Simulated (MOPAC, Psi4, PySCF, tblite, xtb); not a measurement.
Dimer CH2O2 ··· O2S (SMILES O=CO and O=S=O), singlet at R = 2.72 Å between the centres of mass, closest contact 1.69 Å (lowest of the rigid-body minima from ten starts at GFN2-xTB). Geometry in Å and degrees:

```
O
C 1 1.1967
O 2 1.3438 1 125.20
H 3 0.9719 2 107.72 1 -0.02
H 2 1.0973 1 125.23 3 180.00
O 4 1.6923 3 157.82 2 -1.52
S 6 1.4386 4 112.73 3 -14.98
O 7 1.4386 6 118.87 4 -82.14
```

Methods: GFN2-xTB (tblite); SAPT0/jun-cc-pVDZ, frozen core (Psi4); B3LYP/def2-TZVP, counterpoise-corrected (Psi4); B3LYP-D3(BJ)/def2-TZVP, counterpoise-corrected (Psi4); PBE/def2-TZVP, counterpoise-corrected (Psi4); PBE-D3(BJ)/def2-TZVP, counterpoise-corrected (Psi4); HF/aug-cc-pVDZ, counterpoise-corrected (Psi4); MP2/aug-cc-pVDZ = DF-MP2/aug-cc-pVDZ, frozen core, counterpoise-corrected in Psi4; SCS-MP2/aug-cc-pVDZ = DF-SCS-MP2/aug-cc-pVDZ, frozen core, counterpoise-corrected in Psi4; AM1, restricted, heats of formation (MOPAC); PM3, restricted, heats of formation (MOPAC); GFN1-xTB (xtb); RKS-B3LYP/6-31G* = restricted B3LYP/6-31G*, spherical d, no counterpoise correction (PySCF); RKS-BP86/6-31G* = restricted BP86/6-31G*, spherical d, no counterpoise correction run with PySCF; RKS-B3LYP/6-311+G** = restricted B3LYP/6-311+G**, spherical d, no counterpoise correction run with PySCF; RKS-B3LYP/3-21G = restricted B3LYP/3-21G, no counterpoise correction (PySCF).

**Question.** What interaction energy does each level give?

**Answer.** 
```csv
method,E_int / kcal/mol
GFN2-xTB,-17.57
GFN1-xTB,-16.44
RKS-B3LYP/3-21G,-11.46
SAPT0/jun-cc-pVDZ,-5.85
AM1,-3.32
B3LYP-D3(BJ)/def2-TZVP,-3.07
PBE-D3(BJ)/def2-TZVP,-3.06
RKS-B3LYP/6-31G*,-2.82
RKS-BP86/6-31G*,-2.45
PBE/def2-TZVP,-1.12
RKS-B3LYP/6-311+G**,-0.01
B3LYP/def2-TZVP,0.30
HF/aug-cc-pVDZ,2.29
MP2/aug-cc-pVDZ,2.98
SCS-MP2/aug-cc-pVDZ,4.64
PM3,5.88
```
